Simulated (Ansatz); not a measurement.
Consider the substitution at a C–C bond: `C=CCCCCCC` + H₂S → `C=CCCS` + `CCCC`.

Calculated with Ansatz (gas phase, PBE0-D4/def2-TZVP geometries, no zero-point term in ΔE). CBS: MP2 limit from def2 TZ/QZ plus the TZ coupled-cluster correction, frozen cores. This one scheme is used for every species. Functionals use def2-TZVPP. B3LYP here is the variant with VWN-RPA as its local correlation; programs differ in this. One conformer a species, not always the lowest.

`C=CCCCCCC`:

Z-matrix (Å, degrees):
```
C
C 1 1.492
C 1 1.531 2 113.7
H 1 1.096 2 109.1 3 122.1
H 1 1.094 2 109.2 3 -121.9
C 2 1.326 1 124.8 3 114.3
H 2 1.089 1 116.6 3 -65.3
C 3 1.523 1 115.3 2 58.0
H 3 1.096 1 108.3 2 -179.6
H 3 1.095 1 108.5 2 -64.4
H 6 1.084 2 121.8 1 -179.6
H 6 1.086 2 121.3 1 0.7
C 8 1.520 3 114.5 1 59.6
H 8 1.096 3 109.8 1 -63.8
H 8 1.096 3 108.4 1 -178.7
C 13 1.520 8 113.1 3 175.7
H 13 1.098 8 109.4 3 53.7
H 13 1.096 8 110.1 3 -62.3
C 16 1.519 13 113.1 8 179.7
H 16 1.096 13 109.2 8 -58.0
H 16 1.096 13 109.1 8 57.4
H 19 1.094 16 111.1 13 59.7
H 19 1.094 16 111.1 13 -59.8
H 19 1.092 16 111.7 13 180.0
```

H₂S:

Cartesian coordinates in Å:
```
S 0.607 -0.073 -0.100
H -0.138 0.105 1.001
H -0.469 -0.032 -0.900
```

`C=CCCS`:

```xyz
13

C     0.694   -1.199    1.044
C     0.720    0.126    0.994
C     0.285    0.992   -0.146
C    -0.470    0.295   -1.260
S    -2.175   -0.163   -0.843
H     1.054   -1.731    1.916
H     0.321   -1.806    0.226
H     1.111    0.667    1.854
H     1.182    1.465   -0.570
H    -0.325    1.814    0.243
H     0.072   -0.582   -1.621
H    -0.581    0.971   -2.111
H    -1.887   -0.849    0.274
```

`CCCC`:

```xyz
14

C    -0.712   -0.247    1.795
C    -0.371    0.448    0.489
C     0.372   -0.448   -0.488
C     0.711    0.247   -1.795
H     0.192   -0.593    2.304
H    -1.244    0.418    2.479
H    -1.345   -1.122    1.622
H     0.235    1.339    0.692
H    -1.290    0.812    0.014
H    -0.233   -1.339   -0.690
H     1.292   -0.811   -0.014
H     1.342    1.123   -1.623
H    -0.194    0.589   -2.305
H     1.245   -0.417   -2.479
```

| level | ΔE (kJ/mol) | difference from CCSD(T)/CBS |
| --- | --- | --- |
| r2SCAN-D4 | 4.8 | -4.4 |
| PBE0-D4 | 5.2 | -4.0 |
| ωB97X-V | 8.1 | -1.1 |
| ωB97M-V | 8.1 | -1.1 |
| B2PLYP | 5.3 | -3.9 |
| PBE | 0.3 | -8.9 |
| r2SCAN | 3.0 | -6.2 |
| PBE0 | 3.0 | -6.2 |
| B3LYP | 2.7 | -6.5 |
| HF/def2-TZVPP | 8.9 | -0.3 |
| MP2/def2-TZVPP | 9.8 | 0.6 |
| SCS-MP2/def2-TZVPP | 9.8 | 0.6 |
| CCSD(T)/def2-TZVPP | 12.1 | 2.9 |
| HF/def2-QZVPP | 9.0 | -0.2 |
| SCS-MP2/def2-QZVPP | 8.2 | -1.0 |
| HF/CBS(def2) | 9.1 | -0.1 |
| CCSD(T)/CBS | 9.2 | 0 |

Largest T1 diagnostic among the species: 0.010.
